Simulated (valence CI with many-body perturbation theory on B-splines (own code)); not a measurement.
**Te19+: calculated level list**

Level of theory: relativistic CI+MBPT: five valence electrons over a frozen Dirac-Fock core [Ar] 3d10, a basis of 11 s, 11 p, 10 d, 8 f, 5 g, 2 h functions for each j, with the one-electron correlation potential Σ1 (screened to all orders), the two-electron term Σ2, the three-electron term Σ3, Breit, model QED; selected single and double excitations, second order for the rest, scaled by the run's own slope (own B-spline code, finite nucleus).

No measured spectrum was set against this ion. As an estimate, levels hold to about 250 cm⁻¹ or 0.2 % of their energy and the worst to 1 %, as in measured heavy ions of charge 2 to 7; those with d or f electrons hold less well. Among the levels kept, up to 2100 cm⁻¹ of a level comes from second order outside the variational space, and about a tenth of that is noise between levels of different J, which matters for small intervals.

Levels 46 to 90 of 168, with energies above the lowest level, 4s²4p³ ⁴S°_3/2. "Leading %" is the weight of the configuration and term that name the level; weights of strongly mixed levels are sums over their largest components and can fall short. Lifetimes count E1, E2, E3, M1 and M2 decay at the calculated energies, and are blank where another channel may lead or the interval is too uncertain; long ones can be off by a factor of two.

```
No.  Configuration  Term     J  E (cm⁻¹)  Leading %  Lifetime  Second component
 46        4s4p³4d   ⁶D°   7/2   1055100         67    439 ps  13 % 4s4p³4d ⁴D°
 47        4s4p³4d   ⁶D°   9/2   1067300         76    661 ps  19 % 4s4p³4d ⁴F°
 48        4s4p³4d   ⁴F°   3/2   1098200         49   76.9 ps  21 % 4s4p³4d ⁴D°
 49        4s4p³4d   ⁴D°   5/2   1105400         42   68.5 ps  14 % 4s4p³4d ⁶D°
 50            4p⁵   ²P°   1/2   1108100         66   26.7 ps  27 % 4s4p³4d ²P°
 51        4s4p³4d   ⁴D°   7/2   1135900         43   78.0 ps  20 % 4s4p³4d ⁶D°
 52        4s4p³4d   ⁴G°   5/2   1140100         53   57.8 ps  12 % 4s4p³4d ⁴F°
 53        4s4p³4d   ⁴D°   3/2   1144700         56   92.1 ps  28 % 4s4p³4d ⁴F°
 54        4s4p³4d   ⁴D°   1/2   1145800         83    106 ps   5 % 4s4p³4d ²P°
 55        4s4p³4d   ⁴F°   5/2   1152000         55   62.1 ps  22 % 4s4p³4d ⁴D°
 56        4s4p³4d   ⁴G°   7/2   1157600         41   91.1 ps  26 % 4s4p³4d ⁴D°
 57        4s4p³4d   ⁴D°   1/2   1159300         34   27.9 ps  21 % 4s4p³4d ²S°
 58        4s4p³4d   ⁴F°   7/2   1163200         73   41.8 ps   6 % 4s4p³4d ⁴D°
 59        4s4p³4d   ⁴G°   9/2   1176000         61    119 ps  20 % 4s4p³4d ⁴F°
 60        4s4p³4d   ⁴D°   1/2   1176400         50   29.0 ps  17 % 4s4p³4d ²S°
 61        4s4p³4d   ⁴F°   9/2   1188300         85    126 ps                  
 62        4s4p³4d   ²G°   7/2   1192300         48   49.0 ps  18 % 4s4p³4d ²F°
 63        4s4p³4d   ⁴D°   3/2   1194700         65   17.2 ps   7 % 4s4p³4d ⁴P°
 64        4s4p³4d   ²D°   5/2   1197800         25   12.0 ps  12 % 4s4p³4d ⁴P°
 65        4s4p³4d   ⁴P°   3/2   1201000         36   13.0 ps  11 % 4s4p³4d ⁴S°
 66        4s4p³4d   ⁴G°  11/2   1207200         95    113 ps                  
 67        4s4p³4d   ²G°   9/2   1215100         67    113 ps  12 % 4s4p³4d ⁴G°
 68        4s4p³4d   ⁴P°   1/2   1233900         45   16.1 ps  20 % 4s4p³4d ²S°
 69        4s4p³4d   ⁴P°   5/2   1234500         50   5.14 ps   8 % 4s4p³4d ⁴D°
 70        4s4p³4d   ⁴D°   7/2   1237600         25   9.38 ps  20 % 4s4p³4d ⁴G°
 71        4s4p³4d   ⁴F°   3/2   1237900         63   19.4 ps  17 % 4s4p³4d ²D°
 72        4s4p³4d   ⁴F°   5/2   1241200         46   26.4 ps  12 % 4s4p³4d ²F°
 73        4s4p³4d   ⁴D°   1/2   1246700         35   8.17 ps  22 % 4s4p³4d ²P°
 74        4s4p³4d   ²D°   3/2   1249400         28   5.10 ps  23 % 4s4p³4d ⁴S°
 75        4s4p³4d   ⁴D°   5/2   1253400         59   11.5 ps  20 % 4s4p³4d ⁴P°
 76        4s4p³4d   ²D°   3/2   1257900         33   8.64 ps  23 % 4s4p³4d ⁴D°
 77        4s4p³4d   ⁴D°   7/2   1264100         38   23.8 ps  22 % 4s4p³4d ⁴F°
 78        4s4p³4d   ⁴P°   3/2   1264100         51   5.78 ps  16 % 4s4p³4d ²D°
 79        4s4p³4d   ⁴P°   5/2   1266500         41   11.6 ps  22 % 4s4p³4d ²D°
 80        4s4p³4d   ⁴D°   7/2   1269700         38   5.81 ps  24 % 4s4p³4d ²F°
 81        4s4p³4d   ²G°   9/2   1273000         51   47.3 ps  21 % 4s4p³4d ⁴F°
 82        4s4p³4d   ²F°   5/2   1277400         25   7.30 ps  19 % 4s4p³4d ⁴D°
 83        4s4p³4d   ⁴S°   3/2   1280100         39   5.08 ps  26 % 4s4p³4d ²P°
 84        4s4p³4d   ²F°   7/2   1280400         48   7.64 ps  16 % 4s4p³4d ⁴D°
 85        4s4p³4d   ²D°   5/2   1282300         38   10.0 ps  17 % 4s4p³4d ⁴D°
 86        4s4p³4d   ²P°   1/2   1288400         34   3.43 ps  25 % 4s4p³4d ⁴P°
 87        4s4p³4d   ²D°   3/2   1299200         33   5.73 ps  19 % 4s4p³4d ⁴D°
 88        4s4p³4d   ²G°   7/2   1300100         27   11.8 ps  26 % 4s4p³4d ²F°
 89        4s4p³4d   ⁴D°   7/2   1310400         47   10.5 ps  19 % 4s4p³4d ²F°
 90        4s4p³4d   ⁴D°   5/2   1311100         34   4.74 ps  14 % 4s4p³4d ⁴P°
```

Names give the largest LS component (configuration and term), which can be under half, so a name can repeat, a term be missing and a line seem to break the LS rules; names also repeat where a configuration has a term twice.

Where two levels of one J and parity lie close, their mixing, g and order are uncertain.
